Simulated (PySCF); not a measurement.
Vertical excitations of a molecule C4H7Br from TDDFT-M06-2X/def2-SVPD run with PySCF, as energy in eV (oscillator strength): 5.59 (0.000), 6.01 (0.001), 7.34 (0.071), 7.56 (0.001), 7.58 (0.085), 7.74 (0.086), 7.99 (0.004), 7.99 (0.001), 8.08 (0.002), 8.34 (0.014). Lowest triplet (TDA): 5.13 eV. Geometry optimised at r2SCAN-D4/def2-SVP. One conformer was computed; it need not be the lowest.

Question: Identify the compound among the candidates.
A. C=CCCBr
B. CC/C=C\Br
C. BrCC1CC1
D. CC1(Br)CC1

Answer: D, CC1(Br)CC1
